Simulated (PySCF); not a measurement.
Isomers of C8H7FS, from PySCF 2.14.0, PBE0-D3(BJ)/def2-SVP geometry optimisation, gas phase. One conformer each, no zero-point energy, no frequencies.

**Question.** Which isomer lies lowest at this level?
A. `[CH2:1]=[CH:2][c:3]1[cH:4][cH:5][c:6]([SH:7])[c:8]([F:9])[cH:10]1` with C1–C2–C3–C4 -179°, C5–C6–S7–H 180°: A = 2697, B = 676.1, C = 540.6 MHz, dipole 0.94 D
B. `[CH2:1]=[CH:2]/[CH:3]=[CH:4]\[c:5]1[cH:6][c:7]([F:8])[cH:9][s:10]1` with C1–C2–C3–C4 180°, C3–C4–C5–C6 -179°: A = 3525, B = 573.8, C = 493.5 MHz, dipole 1.17 D
C. `[F:1][C@H:2]1[CH2:3][S:4][c:5]2[cH:6][cH:7][cH:8][cH:9][c:10]21` with F1–C2–C3–S4 156°, C2–C3–S4–C5 -28°, C3–S4–C5–C6 -165°, F1–C2–C10–C9 36°: A = 1752, B = 1153, C = 711.2 MHz, dipole 0.57 D

**Answer.** C. That is `F[C@H]1CSc2ccccc21`, 19.0 kcal/mol below the next.

```csv
SMILES,mapped SMILES,E (Eh),relative (kcal/mol),relative (kJ/mol),dipole (D)
F[C@H]1CSc2ccccc21,[F:1][C@H:2]1[CH2:3][S:4][c:5]2[cH:6][cH:7][cH:8][cH:9][c:10]21,-806.10136,0.0,0.0,0.57
C=Cc1ccc(S)c(F)c1,[CH2:1]=[CH:2][c:3]1[cH:4][cH:5][c:6]([SH:7])[c:8]([F:9])[cH:10]1,-806.07112,19.0,79.4,0.94
C=C/C=C\c1cc(F)cs1,[CH2:1]=[CH:2]/[CH:3]=[CH:4]\[c:5]1[cH:6][c:7]([F:8])[cH:9][s:10]1,-806.03555,41.3,172.8,1.17
```

As drawn, the highest has a C=C bond outside aromatic rings, which the lowest lacks.
